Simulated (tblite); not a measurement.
Species: C7H6FN.
Atom-mapped SMILES: `[C-:1]#[N+:2]/[CH:3]=[CH:4]/[CH:5]=[CH:6]/[CH:7]=[CH:8]/[F:9]` (hydrogens: H10 on C3; H11 on C4; H12 on C5; H13 on C6; H14 on C7; H15 on C8)

Geometry (GFN2-xTB, Å), atoms numbered from 1 in this order:
```
atom  x, y, z in Å
C1    -4.0448    1.9602   -2.3511
N2    -3.2726    1.1818   -1.9438
C3    -2.3876    0.2789   -1.4787
C4    -1.2370    0.6340   -0.8815
C5    -0.2908   -0.3142   -0.3842
C6     0.8638    0.0358    0.2142
C7     1.8142   -0.9124    0.7143
C8     2.9524   -0.5497    1.3026
F9     3.8252   -1.4550    1.7622
H10   -2.6735   -0.7560   -1.6218
H11   -1.0048    1.6845   -0.7659
H12   -0.5369   -1.3613   -0.5042
H13    1.1105    1.0820    0.3353
H14    1.5884   -1.9639    0.6056
H15    3.2891    0.4633    1.4696
```

Level: GFN2-xTB in tblite, geometry and Hessian alike; calculated harmonic values, unscaled, isolated species. The method is semi-empirical: single wavenumbers can be off by several per cent or more. One conformer, not necessarily the lowest.

Harmonic wavenumbers (cm⁻¹): 51.8, 70.3, 130.3, 162.3, 169.3, 244.3, 272.9, 318.5, 353.5, 425.3, 445.4, 545.1, 572.1, 730.4, 758.4, 801.2, 939.3, 972.2, 1021.7, 1076.7, 1101.9, 1156.5, 1171.2, 1210.0, 1214.3, 1255.9, 1265.3, 1291.3, 1313.5, 1590.0, 1621.3, 1663.6, 2181.7, 3043.0, 3058.3, 3066.7, 3076.0, 3077.1, 3092.4.

A = 19111, B = 407.2, C = 398.7 MHz; mass 123.048 u (most abundant isotopes); point group Cs, symmetry number 1.

**Question.** Zero-point energy?

**Answer.** ½Σν̃ = 23256 cm⁻¹ = 278.20 kJ/mol.

**Question.** Give the ideal-gas entropy at 273.15 K and 1 bar in the rigid-rotor, harmonic-oscillator model (classical rotation).

**Answer.** Translation 167.06, rotation 120.36, vibration 102.76: S = 390.2 J/(mol K).

**Question.** And Cp and H(273.15 K) − H(0)?

**Answer.** Cp = 137.76 J/(mol K), of which vibrations give 104.50 (their classical limit is 39 R = 324.3); H(273.15 K) − H(0) = 24.05 kJ/mol without the zero-point energy, 14.96 from vibrations.

**Question.** Blend soft modes into free rotors: weight 1/[1 + (100 cm⁻¹/ν̃)⁴] for the oscillator and the rest for a rotor with moment μB/(μ + B), μ = h/(8π²ν), B = 10⁻⁴⁴ kg m². What vibrational entropy results?

**Answer.** 95.15 J/(mol K) in place of 102.76, which changes −T·S at 273.15 K by +2.08 kJ/mol.

**Question.** How do the functions run with temperature in this model?

**Answer.** 
```csv
T (K),S (J/(mol K)),Cp (J/(mol K)),H − H(0) (kJ/mol),G − H(0) (kJ/mol),ln q(vib)
50,242.3,53.0,2.05,-10.07,0.44
100,286.4,76.4,5.30,-23.34,1.53
298.15,402.6,146.0,27.60,-92.44,6.37
373.15,437.9,169.6,39.44,-123.98,8.14
500,492.5,203.7,63.20,-183.05,11.05
750,584.7,250.6,120.47,-318.09,16.40
1000,661.2,280.2,187.07,-474.11,21.26
```

q(vib) and H(0) count from the zero-point level.

**Question.** Which modes carry the vibrational entropy at 273.15 K?

**Answer.** 51.8 cm⁻¹: 19.14; 70.3 cm⁻¹: 16.62; 130.3 cm⁻¹: 11.61; 162.3 cm⁻¹: 9.87; 169.3 cm⁻¹: 9.54; 244.3 cm⁻¹: 6.77 J/(mol K); the other 33 give 29.23 together.

**Question.** What must be added to the electronic energy to get the Gibbs energy at 273.15 K and 1 bar?

**Answer.** ZPE + [H(273.15 K) − H(0)] − T·S = 278.20 + 24.05 − 106.58 = 195.67 kJ/mol.

Hindered rotation and anharmonicity are outside this model. Other conformers, if any are populated, would add a mixing term that is left out.
